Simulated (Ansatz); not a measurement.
The cluster Ti₂O₄⁻. Charge -1, multiplicity 2. Geometry PBE-D4/def2-SVPD.

```
atom    x (Å)    y (Å)    z (Å)
 Ti1   0.0030   0.7914  -0.5381
 Ti2  -0.5265  -0.4397   1.9684
  O3   1.4056   0.4046  -1.6877
  O4   0.4563   1.3641  -2.2750
  O5   0.0005  -1.9845   2.1863
  O6  -1.3389  -0.1359   0.3460
```

The structure holds 1 bond(s) between oxygen atoms. At HF/def2-TZVPD, PBE-D4/def2-TZVPD, r2SCAN-D4/def2-TZVPD, B97M-V/def2-TZVPD and others the charge -1 doublet is spin-contaminated (final ⟨S²⟩ up to 1.70, 0.75 for a pure state). At PBE-D4/def2-TZVPD the highest occupied level of the charge -1 doublet lies above zero (up to 0.24 eV). The electron is either unbound and held by the finite basis, or the level is raised by self-interaction error. Another isomer (doublet) lies 5.21 eV lower at PBE0-D4/def2-TZVPD; other spin states weren't run for this one.

(1) Estimate the α-spin orbital energies around the gap (eV) in Ansatz with HF/def2-TZVPD, PBE-D4/def2-TZVPD, r2SCAN-D4/def2-TZVPD, B97M-V/def2-TZVPD, PBE0-D4/def2-TZVPD.

Answers

(1) 
| orbital | HF/def2-TZVPD | PBE-D4/def2-TZVPD | r2SCAN-D4/def2-TZVPD | B97M-V/def2-TZVPD | PBE0-D4/def2-TZVPD |
| --- | --- | --- | --- | --- | --- |
| HOMO−9 | -10.05 | -4.56 | -4.90 | -4.96 | -6.18 |
| HOMO−8 | -9.30 | -4.20 | -4.50 | -4.54 | -5.75 |
| HOMO−7 | -9.12 | -4.05 | -4.35 | -4.39 | -5.59 |
| HOMO−6 | -8.20 | -3.31 | -3.61 | -3.71 | -4.85 |
| HOMO−5 | -7.79 | -3.26 | -3.54 | -3.55 | -4.72 |
| HOMO−4 | -7.54 | -2.77 | -3.03 | -3.09 | -4.21 |
| HOMO−3 | -7.07 | -2.64 | -2.83 | -2.88 | -3.94 |
| HOMO−2 | -6.85 | -1.44 | -1.53 | -1.58 | -2.65 |
| HOMO−1 | -6.39 | -0.27 | -0.78 | -0.49 | -1.65 |
| HOMO | -5.98 | 0.24 | -0.13 | -0.15 | -1.41 |
| LUMO | 3.10 | 0.98 | 1.03 | 0.81 | 1.56 |
| LUMO+1 | 3.45 | 1.02 | 1.17 | 0.94 | 1.90 |
| LUMO+2 | 3.85 | 1.09 | 1.58 | 1.12 | 2.10 |
| LUMO+3 | 4.23 | 1.40 | 1.67 | 1.63 | 2.55 |
| LUMO+4 | 4.35 | 1.63 | 1.86 | 1.87 | 2.82 |
| LUMO+5 | 4.43 | 2.34 | 2.68 | 2.43 | 3.13 |
| β HOMO | -3.07 | 0.00 | -0.18 | -0.15 | -0.83 |
| β LUMO | 3.08 | 0.90 | 0.89 | 0.87 | 1.65 |
